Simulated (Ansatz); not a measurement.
Reactions of CH$_{4}$Cl$_{2}$Si (`[SiH3]C(Cl)Cl`).

Isolated molecules relaxed with PBE0-D4/def2-TZVP in Ansatz; ΔE leaves out vibrations. CCSD(T)/CBS is the MP2 limit (def2-TZVPP, def2-QZVPP) plus CCSD(T) − MP2 in def2-TZVPP, frozen cores. This one scheme is used for every species. For Br, Ge, Zn outer-core shells are correlated without core-valence functions, which leaves a few kJ/mol of doubt a bond. Scalar relativity is left out up to krypton. Each species was taken in one conformer, which may not be the lowest.

```json
{"reaction": "`[SiH3]C(Cl)Cl` + H₂O → `OC(Cl)Cl` + SiH₄", "CCSD(T)/CBS(def2) (kcal/mol)": "12.6"}
{"reaction": "`[SiH3]C(Cl)Cl` + `C[SiH3]` → `[SiH3]CC(Cl)Cl` + SiH₄", "CCSD(T)/CBS(def2) (kcal/mol)": "?"}
{"reaction": "`[SiH3]C(Cl)Cl` + `CC[SiH2]O` → `CC[SiH2]O[SiH3]` + `ClCCl`", "CCSD(T)/CBS(def2) (kcal/mol)": "-27.5"}
{"reaction": "`[SiH3]C(Cl)Cl` + `CNBCBr` → `C[SiH2]C(Cl)Cl` + `NBCBr`", "CCSD(T)/CBS(def2) (kcal/mol)": "-21.8"}
{"reaction": "`[SiH3]C(Cl)Cl` + `[OH][GeH2][OH]` → `[OH][GeH]([OH])[SiH3]` + `ClCCl`", "CCSD(T)/CBS(def2) (kcal/mol)": "-4.8"}
{"reaction": "`[SiH3]C(Cl)Cl` + `C[O][Zn][OH]` → `C[O][Zn][O][SiH3]` + `ClCCl`", "CCSD(T)/CBS(def2) (kcal/mol)": "-27.8"}
{"reaction": "`[SiH3]C(Cl)Cl` + `CNC` → `CN(C)[SiH3]` + `ClCCl`", "CCSD(T)/CBS(def2) (kcal/mol)": "?"}
```

(1) Fill in the missing values. (An estimate is asked.)

Largest T1 diagnostic: 0.017, for `C[O][Zn][OH]`.

Results:

(1) Computed: `[SiH3]C(Cl)Cl` + `C[SiH3]` → `[SiH3]CC(Cl)Cl` + SiH₄: +5.4 kcal/mol; `[SiH3]C(Cl)Cl` + `CNC` → `CN(C)[SiH3]` + `ClCCl`: -12.6 kcal/mol.
